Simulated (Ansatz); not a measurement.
`[CH3][SbH][SiH3]` + H–F → `[F][SbH][SiH3]` + CH₄ at 500 K and 1 bar (ligand exchange at the Sb–C bond).

Computed with Ansatz on PBE0-D4/def2-TZVP structures; ΔE is electronic, products minus reactants. CCSD(T)/CBS is the MP2 limit (def2-TZVPP, def2-QZVPP) plus CCSD(T) − MP2 in def2-TZVPP, frozen cores. This one scheme is used for every species. def2 core potentials past Kr. For Sb outer-core shells are correlated without core-valence functions, which leaves a few kJ/mol of doubt a bond.

```
           species  CCSD(T)/CBS energy (Eh)  H − E (kJ/mol)  S (J/(mol·K))
`[CH3][SbH][SiH3]`               -571.34920           222.7          409.9
               H–F               -100.39570            39.4          188.7
  `[F][SbH][SiH3]`               -631.30007           125.1          382.6
               CH₄                -40.46206           135.6          206.8
```

H − E and S are ideal-gas, rigid-rotor, harmonic terms from PBE0-D4/def2-TZVP, for one conformer and one mirror image of each species. 1 Eh = 2625.50 kJ/mol, R = 8.31446 J/(mol·K).

Task: By hand: ΔE, ΔH, ΔS and ΔG.

Result: ΔE = (-631.30007) + (-40.46206) − (-571.34920) − (-100.39570) = -0.01723 Eh = -45.2 kJ/mol. Δ(H − E) = 125.1 + 135.6 − 222.7 − 39.4 = -1.4, so ΔH = -46.6 kJ/mol. ΔS = 382.6 + 206.8 − 409.9 − 188.7 = -9.2 J/(mol·K). ΔG = -46.6 − 500 × (-9.2)/1000 = -42.0 kJ/mol.

Task: By hand: the equilibrium constant, and the temperature at which ΔG would vanish if ΔH and ΔS stayed fixed.

Result: log₁₀ K = −ΔG/(RT ln 10) = 4.4. ΔG = 0 at ΔH/ΔS = 5065 K, far beyond where these terms or the molecules hold.

The number of gas molecules stays the same, so ΔS is small and ΔH decides. A doubt of 5 kJ/mol in ΔE shifts log₁₀ K by 0.5 here. Other conformers and mirror images would add mixing entropy, several J/(mol·K) or more a flexible species. These are equilibria of isolated gas molecules and say nothing of rates. Largest T1 diagnostic: 0.014 (customary marks: 0.02 for closed shells, 0.045 for open ones).
